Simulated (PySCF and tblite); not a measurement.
Values are calculated unless marked as measured or tabulated.
1,2‐dimethoxybenzene, C₈H₁₀O₂, numbered as in [CH3:1][O:2][c:3]1[cH:4][cH:5][cH:6][cH:7][c:8]1[O:9][CH3:10].

Free energies: B3LYP-D3(BJ)/def2-SVPD (IEF-PCM, chloroform) on PBE0-D3(BJ)/def2-SVP structures plus GFN2-xTB thermal terms, symmetry and mirror images included. Conformers within 3 kcal/mol (GFN2-xTB free energy) were kept, 7 at most. GIAO shieldings: WP04/pcSseg-1 (IEF-PCM, chloroform). Shifts are against TMS (¹H), TMS (¹³C) at the same level. Programs: PySCF with density fitting and tblite.

Task: List the conformer-averaged shifts at 298.15 K.

Result: ¹H: 6.77 (H5/H6, 2H), 6.55 (H4/H7, 2H), 3.69 (H1/H10, 6H) ppm. ¹³C: 156.2 (C3/C8), 126.1 (C5/C6), 116.1 (C4/C7), 56.9 (C1/C10) ppm.

Task: How do the conformers differ?

Result: Torsions listed: C1–O2–C3–C4, C3–C8–O9–C10. Of a mirror pair one member is shown.
```tsv
conformer	shape	weight %
1	-2°, -178°	86.9
2	122°, 179°	12.8
3	113°, -67°	0.3
```

```
signal      1      2      3  average
H1/H10   3.68   3.75   3.71     3.69
 H4/H7   6.51   6.76   7.02     6.55
 H5/H6   6.76   6.87   7.03     6.77
C1/C10   56.5   58.9   61.2     56.9
 C3/C8  155.9  158.0  160.8    156.2
 C4/C7  115.0  122.7  130.0    116.1
 C5/C6  125.8  128.1  130.9    126.1
```

Task: Which signal moves most, for its nucleus, between 180 and 400 K through the change of populations alone?

Result: C4/C7: 115.2 ppm at 180 K, 115.4 ppm at 230 K, 116.1 ppm at 298.15 K, 116.4 ppm at 330 K, 117.2 ppm at 400 K. Exchange is taken as fast throughout; ring flips and hindered rotations can be slow on the NMR time scale at the lower temperatures.

Thermal terms of a conformer that GFN2-xTB lacks, or places elsewhere, come from the nearest GFN2-xTB minimum; such a conformer stays in the set even outside the window. Shifts are unscaled: against experiment ¹³C can be off by 15 ppm or more and ¹H by 0.8 ppm.
